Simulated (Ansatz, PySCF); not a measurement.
Reaction (SMILES): CNB(O)O [methylaminoboronic acid] → CN[B]O + [OH] (HO) (the B-O bond at the site shown breaks; other sites are not compared here)
Geometries: B3LYP-D3(BJ)/def2-TZVP minima from Ansatz (an electronic-structure program), one conformer each, not searched for the lowest. Frequencies are from Ansatz or PySCF.
Geometry of the first species:
SMILES: OB(O)NC
```xyz
11

C      1.8389     0.7209     0.1206
N      0.7835    -0.2076     0.4795
B     -0.5420    -0.2111    -0.0376
O     -1.4826    -1.1421     0.3431
O     -0.9883     0.7192    -0.9466
H      2.5563     0.8204     0.9364
H      2.3904     0.4209    -0.7780
H      1.4271     1.7180    -0.0527
H      1.0872    -0.9676     1.0641
H     -1.1868    -1.7562     1.0181
H     -0.3154     1.3310    -1.2519
```
Charge 0, spin multiplicity 1.

Wanted: bond dissociation energy (0 K, with B3LYP-D3(BJ) harmonic zero-point energies), in eV. Correlated levels leave the core frozen unless marked. Open shells are spin-unrestricted. Spin-orbit coupling is left out. Non-relativistic. CBS marks a two-point X^-3 extrapolation of the correlation energy; Hartree-Fock from the larger set.

Level to compare with: CCSD(T)/CBS(cc-pVTZ,cc-pVQZ) (Ansatz), 6.08 eV. It is a level with limits of its own, and the differences hold the functionals' basis error too.

**Question.** Rank these functionals by how close they come to CCSD(T)/CBS(cc-pVTZ,cc-pVQZ), closest first: r2SCANh/def2-TZVPD (Ansatz); PBE/def2-TZVPD (Ansatz); PBE0/def2-TZVPD (Ansatz).

**Answer.** PBE/def2-TZVPD (GGA, 5.86 eV, difference -0.22), PBE0/def2-TZVPD (global hybrid, 5.80 eV, difference -0.28), r2SCANh/def2-TZVPD (hybrid meta-GGA, 5.72 eV, difference -0.36)
